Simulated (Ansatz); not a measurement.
Steps of a relaxation of C$_{4}$H$_{11}$Al (`C[CH2][AlH][CH2]C`) with RKS PBE-D4/def2-SVP.

```sh
$ ansatz run in.yaml --threads 4 --pin off --events-out ev --progress --plain --max-ram 10444MiB
```

```yaml
crystal:
  periodic: [false, false, false]
  atoms:
    - {symbol: C, position_ang: [-1.148200, 1.094500, 1.578000]}
    - {symbol: C, position_ang: [0.254400, 1.287800, 1.144000]}
    - {symbol: Al, position_ang: [1.015900, -0.468600, 0.609200]}
    - {symbol: C, position_ang: [0.289300, -1.506900, -0.865600]}
    - {symbol: C, position_ang: [0.197900, -0.726100, -2.175300]}
    - {symbol: H, position_ang: [-1.800600, 0.746900, 0.726300]}
    - {symbol: H, position_ang: [-1.579400, 2.134600, 1.851300]}
    - {symbol: H, position_ang: [-1.237700, 0.478500, 2.435900]}
    - {symbol: H, position_ang: [0.853500, 1.730000, 2.026400]}
    - {symbol: H, position_ang: [0.325800, 1.978900, 0.298500]}
    - {symbol: H, position_ang: [2.322900, -1.033800, 1.406000]}
    - {symbol: H, position_ang: [-0.805000, -1.768800, -0.552900]}
    - {symbol: H, position_ang: [0.745000, -2.427200, -1.023000]}
    - {symbol: H, position_ang: [1.205300, -0.448900, -2.449800]}
    - {symbol: H, position_ang: [-0.274700, -1.341200, -2.956200]}
    - {symbol: H, position_ang: [-0.387300, 0.247800, -2.008600]}
basis:
  gaussian: {orbitals: def2-SVP}
hamiltonian: {xc: pbe, dispersion: d4}
relax: {f_tol: 0.03, max_steps: 200}
```

Positions (Å) and forces (eV/Å) along the path, 9 of 29 steps:

```xyz
16
step=1 energy=-10908.6525 eV
C    -1.148    1.095    1.578   -1.968    2.685   -1.372
C     0.254    1.288    1.144    2.136   -0.355    0.865
Al    1.016   -0.469    0.609    0.870    0.112    0.511
C     0.289   -1.507   -0.866   -3.080    1.720    0.821
C     0.198   -0.726   -2.175   -0.989    0.870    0.914
H    -1.801    0.747    0.726    0.156   -0.151    0.577
H    -1.579    2.135    1.851    0.089   -1.184   -0.049
H    -1.238    0.478    2.436   -0.398   -1.157    1.331
H     0.854    1.730    2.026   -0.382   -0.384   -1.089
H     0.326    1.979    0.298    0.065    0.492   -0.338
H     2.323   -1.034    1.406   -0.196    0.028   -0.040
H    -0.805   -1.769   -0.553    1.192    0.170   -0.217
H     0.745   -2.427   -1.023    1.332   -2.419   -0.268
H     1.205   -0.449   -2.450    0.809    0.336   -0.781
H    -0.275   -1.341   -2.956   -0.088    0.156   -0.412
H    -0.387    0.248   -2.009    0.450   -0.919   -0.453
16
step=5 energy=-10909.1452 eV
C    -1.194    1.168    1.456    0.124   -0.064    0.015
C     0.330    1.229    1.193   -0.124    0.041    0.007
Al    1.134   -0.508    0.683   -0.042   -0.053   -0.028
C     0.319   -1.510   -0.826    0.046   -0.073    0.005
C     0.082   -0.673   -2.100   -0.013   -0.009    0.021
H    -1.750    0.763    0.583    0.011    0.015    0.011
H    -1.625    2.167    1.680   -0.007    0.004   -0.007
H    -1.440    0.515    2.322    0.006    0.042   -0.051
H     0.859    1.656    2.074   -0.009    0.010   -0.015
H     0.525    1.944    0.356    0.017   -0.024    0.047
H     2.396   -1.115    1.480   -0.001    0.015    0.000
H    -0.657   -1.916   -0.459    0.082    0.033   -0.028
H     0.937   -2.410   -1.058   -0.081    0.090    0.009
H     1.036   -0.320   -2.548   -0.032    0.004    0.017
H    -0.444   -1.248   -2.893   -0.005    0.017    0.005
H    -0.532    0.233   -1.897    0.029   -0.050   -0.007
16
step=16 energy=-10909.1629 eV
C    -1.133    1.370    1.186   -0.029   -0.043   -0.018
C     0.386    1.165    1.347    0.008    0.054   -0.004
Al    1.163   -0.549    0.722    0.007    0.008   -0.010
C     0.500   -1.543   -0.860   -0.036   -0.057   -0.010
C    -0.231   -0.759   -1.968   -0.005    0.077    0.007
H    -1.459    1.282    0.125    0.047    0.005    0.093
H    -1.465    2.371    1.540   -0.003   -0.025   -0.002
H    -1.720    0.617    1.760    0.058    0.077   -0.054
H     0.691    1.313    2.409   -0.032   -0.008   -0.067
H     0.935    1.970    0.793   -0.049   -0.069    0.048
H     2.408   -1.171    1.534   -0.002   -0.002    0.001
H    -0.173   -2.343   -0.454    0.069    0.075   -0.049
H     1.362   -2.113   -1.284   -0.075    0.053    0.029
H     0.420    0.023   -2.425   -0.088   -0.108    0.058
H    -0.571   -1.419   -2.797    0.010    0.038    0.013
H    -1.135   -0.234   -1.584    0.120   -0.075   -0.035
16
step=17 energy=-10909.1648 eV
C    -1.132    1.373    1.182    0.000   -0.023   -0.015
C     0.385    1.163    1.349   -0.010    0.026   -0.003
Al    1.165   -0.548    0.721   -0.009   -0.004    0.000
C     0.500   -1.542   -0.860   -0.019   -0.024   -0.018
C    -0.235   -0.762   -1.965   -0.003    0.032    0.016
H    -1.450    1.290    0.120    0.021    0.004    0.042
H    -1.462    2.373    1.539   -0.002   -0.013   -0.001
H    -1.721    0.621    1.750    0.024    0.035   -0.024
H     0.685    1.307    2.412   -0.010   -0.005   -0.028
H     0.937    1.968    0.801   -0.016   -0.027    0.022
H     2.409   -1.171    1.533    0.000    0.001   -0.002
H    -0.165   -2.347   -0.457    0.039    0.041   -0.020
H     1.364   -2.105   -1.287   -0.034    0.024    0.015
H     0.409    0.024   -2.419   -0.041   -0.050    0.024
H    -0.571   -1.420   -2.796    0.006    0.020    0.008
H    -1.140   -0.245   -1.579    0.055   -0.038   -0.018
16
step=18 energy=-10909.1664 eV
C    -1.126    1.385    1.169    0.001    0.006    0.002
C     0.385    1.160    1.355    0.002   -0.006    0.002
Al    1.163   -0.550    0.722    0.004   -0.002    0.002
C     0.507   -1.541   -0.864    0.005    0.003    0.004
C    -0.250   -0.770   -1.957   -0.001   -0.009   -0.002
H    -1.427    1.321    0.103    0.002    0.002   -0.003
H    -1.455    2.381    1.537    0.000    0.001   -0.002
H    -1.729    0.630    1.716    0.000    0.000   -0.005
H     0.670    1.288    2.424   -0.002   -0.002    0.003
H     0.953    1.965    0.828    0.001    0.001    0.000
H     2.407   -1.174    1.534   -0.005    0.002   -0.004
H    -0.135   -2.363   -0.462   -0.001   -0.003   -0.001
H     1.380   -2.082   -1.298    0.005    0.002   -0.002
H     0.372    0.033   -2.406   -0.005    0.002    0.003
H    -0.574   -1.427   -2.794   -0.001    0.001    0.001
H    -1.164   -0.280   -1.563   -0.004    0.001    0.002
16
step=19 energy=-10909.1690 eV
C    -1.099    1.435    1.107   -0.035   -0.058   -0.034
C     0.388    1.144    1.388    0.044    0.085    0.018
Al    1.171   -0.551    0.722   -0.027   -0.028    0.040
C     0.541   -1.537   -0.875    0.007   -0.095   -0.025
C    -0.321   -0.804   -1.920   -0.015    0.071    0.008
H    -1.323    1.455    0.015    0.039   -0.011    0.145
H    -1.422    2.417    1.520    0.000   -0.025   -0.017
H    -1.768    0.665    1.558    0.098    0.101   -0.074
H     0.603    1.202    2.483   -0.039   -0.001   -0.115
H     1.024    1.958    0.949   -0.086   -0.081    0.061
H     2.404   -1.188    1.543    0.000    0.014   -0.015
H    -0.008   -2.433   -0.481    0.067    0.120   -0.061
H     1.450   -1.982   -1.351   -0.111    0.053    0.028
H     0.207    0.080   -2.351   -0.082   -0.119    0.073
H    -0.595   -1.458   -2.777   -0.002    0.026    0.021
H    -1.274   -0.425   -1.485    0.142   -0.051   -0.052
16
step=20 energy=-10909.1727 eV
C    -1.085    1.456    1.079   -0.004   -0.033   -0.018
C     0.388    1.137    1.400   -0.005    0.045    0.035
Al    1.157   -0.565    0.737    0.068    0.029   -0.034
C     0.554   -1.535   -0.881   -0.006   -0.105   -0.012
C    -0.349   -0.816   -1.900   -0.015    0.043    0.019
H    -1.274    1.499   -0.017    0.024   -0.011    0.111
H    -1.406    2.433    1.502   -0.006   -0.013   -0.018
H    -1.777    0.687    1.493    0.067    0.072   -0.053
H     0.571    1.173    2.501   -0.034    0.008   -0.087
H     1.050    1.946    0.995   -0.062   -0.079    0.038
H     2.405   -1.191    1.543   -0.020   -0.005    0.006
H     0.051   -2.463   -0.503    0.047    0.098   -0.066
H     1.477   -1.928   -1.376   -0.107    0.056    0.044
H     0.134    0.098   -2.315   -0.057   -0.092    0.062
H    -0.605   -1.462   -2.769   -0.004    0.019    0.022
H    -1.312   -0.491   -1.445    0.115   -0.034   -0.050
16
step=21 energy=-10909.1772 eV
C    -1.072    1.467    1.051    0.030   -0.012    0.004
C     0.386    1.127    1.411   -0.032    0.016    0.010
Al    1.164   -0.566    0.738    0.036    0.004   -0.016
C     0.562   -1.531   -0.883    0.006   -0.051   -0.006
C    -0.373   -0.823   -1.877    0.000    0.013    0.006
H    -1.226    1.526   -0.047    0.008   -0.002    0.036
H    -1.397    2.441    1.477   -0.005    0.000   -0.007
H    -1.783    0.701    1.432    0.023    0.024   -0.021
H     0.535    1.144    2.516   -0.015    0.003   -0.039
H     1.067    1.935    1.041   -0.021   -0.027    0.018
H     2.412   -1.193    1.542   -0.008   -0.002    0.006
H     0.094   -2.480   -0.519    0.023    0.053   -0.027
H     1.490   -1.887   -1.396   -0.064    0.032    0.022
H     0.079    0.109   -2.282   -0.030   -0.044    0.030
H    -0.623   -1.462   -2.753   -0.006    0.011    0.009
H    -1.336   -0.531   -1.406    0.054   -0.018   -0.024
16
step=29 energy=-10909.1885 eV
C    -0.954    1.598    0.878    0.024    0.003    0.014
C     0.347    1.059    1.495   -0.012   -0.010   -0.016
Al    1.210   -0.544    0.718   -0.019    0.010   -0.006
C     0.623   -1.497   -0.915   -0.001    0.018   -0.003
C    -0.539   -0.935   -1.750    0.006   -0.010    0.003
H    -0.826    1.870   -0.190    0.003    0.003   -0.008
H    -1.329    2.505    1.400    0.000   -0.001   -0.002
H    -1.771    0.847    0.914   -0.012   -0.012    0.002
H     0.205    0.843    2.580   -0.004   -0.004    0.014
H     1.133    1.852    1.497    0.013    0.016    0.000
H     2.507   -1.124    1.481   -0.004    0.001   -0.002
H     0.400   -2.542   -0.592   -0.004   -0.021    0.006
H     1.535   -1.619   -1.547    0.009   -0.004   -0.009
H    -0.317    0.082   -2.136    0.002    0.009   -0.002
H    -0.774   -1.569   -2.633    0.003    0.002    0.006
H    -1.473   -0.849   -1.157   -0.004   -0.001    0.004
```

Hardware: 4 threads of an Arm Neoverse V1 on a shared host. Wall time 44 s, peak host memory 0.18 GiB.
